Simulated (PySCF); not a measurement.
**Correlation energy of Ce(56+) (cerium, charge +56)**

1s2, closed-shell 1S. Computed with PySCF 2.14 in an even-tempered Gaussian basis (15 s from 130 bohr⁻², ratio 2.2; 7 p from 200 bohr⁻², ratio 2.4; 4 d from 600 bohr⁻², ratio 2.4; 3 f from 900 bohr⁻², ratio 2.4; 3 g from 1300 bohr⁻², ratio 2.4), with no relativity, point nucleus. Frozen: nothing; 2 electrons correlated; the 11 highest virtual orbitals of each spin left out.

With two correlated electrons CCSD is exact within the correlated space (frozen core and kept virtual orbitals).

```json
{"level": "CCSD", "correlation energy (mhartree)": "-45.80"}
```

Diagnostics: T1 = 6.4e-07, D1 = 0.0000, largest double amplitude 0.001.

A non-relativistic calculation at this Z misses sizeable relativistic shifts.

Cost of the coupled-cluster step: roughly 5 core-seconds, for 2 correlated electrons.

Iterations:

```
CC2 = 0
CCSD nocc = 1, nmo = 93
frozen orbitals [93, 94, 95, 96, 97, 98, 99, 100, 101, 102, 103]
max_cycle = 100
direct = 0
conv_tol = 1e-08
conv_tol_normt = 1e-06
diis_space = 8
diis_start_cycle = 0
Init t2, MP2 energy = -3327.90512637605  E_corr(MP2) -0.0455935102497299
Init E_corr(CCSD) = -0.0455935102497299
cycle = 1  E_corr(CCSD) = -0.0457974267357733  dE = -0.000203916486  norm(t1,t2) = 1.58533e-05
cycle = 2  E_corr(CCSD) = -0.0457992976194299  dE = -1.87088366e-06  norm(t1,t2) = 1.5903e-07
cycle = 3  E_corr(CCSD) = -0.0457993146744757  dE = -1.70550458e-08  norm(t1,t2) = 1.73835e-09
cycle = 4  E_corr(CCSD) = -0.0457993144548357  dE = 2.19639973e-10  norm(t1,t2) = 4.67942e-12
CCSD converged
E(CCSD) = -3327.905332180255  E_corr = -0.04579931445483573
```

At this charge a non-relativistic calculation is a model, useful for the Z dependence of the correlation energy.
